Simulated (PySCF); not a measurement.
SiHBr3, SMILES Br[SiH](Br)Br. Heavy atoms are numbered as in [SiH:1]([Br:2])([Br:3])[Br:4]. Hydrogens are named by the atom that carries them.

The structure is a stationary point at B3LYP-D3(BJ)/def2-SVP.

Level of theory: PBE/pcSseg-1 in PySCF.

GIAO shieldings, no solvent; atoms alike by connectivity are averaged. δ = σ(ref) − σ: ²⁹Si against TMS (σ = 335.4 ppm); ¹H against TMS (σ = 31.49 ppm), references at their B3LYP-D3(BJ)/def2-TZVP geometries, non-relativistic (without spin–orbit terms, shifts of atoms bonded to Cl or Br come out too high).

Computed chemical shifts:
```
nucleus      atoms  count  δ (ppm)
-------  ---------  -----  -------
²⁹Si     Si1 (SiH)      1     52.8
¹H        H on Si1      1     7.56
```
